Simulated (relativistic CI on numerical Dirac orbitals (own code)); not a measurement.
**Quantum defects of the np series of Bi²⁺**

Problem. The np 2P° levels with J = 1/2 of Bi²⁺ lie at 6p: 0.0, 7p: 116993.0 cm⁻¹ (Moore, Atomic Energy Levels, vol. III, NSRDS-NBS 35 (1971 reprint of NBS Circular 467, 1958)), and the ionisation limit at 206242.0 cm⁻¹ (NIST ASD). Find the quantum defects and predict 8p.

Working.
1. The outer electron sees the charge z = 3; R = 109737.03 cm⁻¹ for this mass. The binding energy T = limit − E defines n* = z√(R/T).
2. Values: 6p: T = 206242.0, n* = 2.1883, δ = n − n* = 3.8117; 7p: T = 89249.0, n* = 3.3266, δ = n − n* = 3.6734.
3. With δ held at 3.6734: E(8p) = limit − Rz²/(8 − δ)² = 153481.5 cm⁻¹.
4. The Ritz form δ = δ₀ + a/n*² through the last two members has a = 1.1671 and δ₀ = 3.5680, so with n* ≈ 8 − 3.6734, δ(8) = 3.6303 and E = 154517.6 cm⁻¹.

Check. The measured level is 154198.0 cm⁻¹ (δ = 3.6438), so the two predictions miss by -716.5 and 319.6 cm⁻¹. A relativistic CI calculation tied to the same limit puts it at 154528 cm⁻¹. The defect is large because this electron penetrates the core.
